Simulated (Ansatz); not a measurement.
Breaking the Pb1–H2 bond in H3NPb (SMILES [NH2][PbH]) (multiplicity 1 held, fragments rigid). Energies count from the point at 1.865 Å.
Geometry at that point (charge 0, multiplicity 1):
```xyz
5

Pb    -0.05695     0.13457     0.16633
H     -0.74542     1.24452    -1.16451
N      0.56444    -1.27985    -1.29975
H      0.42876    -1.17436    -2.29403
H      1.03518    -2.14589    -1.08221
```

R- and RO- levels are restricted; in cc, def2 and unpolarised 6-31G sets they are followed outwards from rest. Active spaces are followed from a long bond inwards. Levels need not reach the same state.

Frozen-core correlation. Filled d and f shells under p-block atoms count as core.

Programs: Ansatz (an electronic-structure program). Each number belongs to the level named beside it. In def2 rows elements past Kr take small-core potentials, without spin–orbit coupling.

Q: Estimate the energy at R = 5.967 Å that FIC-MRCISD+Q on CASSCF(2,2)/def2-TZVPP returns for this input.

A: 61.1 kcal/mol

Q: Give the energy at R = 5.967 Å at the level R-SCS-MP2/def2-TZVPP.

A: 82.5 kcal/mol

Doubts at one or more of the structures used: a restricted determinant that unrestricted orbitals would lower (R-SCS-MP2/def2-TZVPP).
